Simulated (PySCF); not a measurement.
TiCl4, SMILES [Cl][Ti]([Cl])([Cl])[Cl], multiplicity 1.

Coordinates come from a PBE0-D3(BJ)/def2-SVP optimisation. The spin state was assumed, not searched. The isomer is the one that the SMILES or the coordinates give; other isomers of the formula were not compared.

Calculation: PBE/def2-TZVP (PySCF).

Gas-phase values at a fixed geometry.

total energy: -2689.64841 hartree
point group: C3v
highest occupied level: -8.25 eV
lowest empty level: -4.50 eV
orbital gap: 3.75 eV
dipole moment: 0.00 D
quadrupole, principal values (traceless, Buckingham form, about the centre of nuclear charge): 0.00, 0.00, 0.00 D·Å
mean static polarisability: 88.4 bohr³ (13.10 Å³)
polarisability, principal values: 88.4, 88.4, 88.4 bohr³
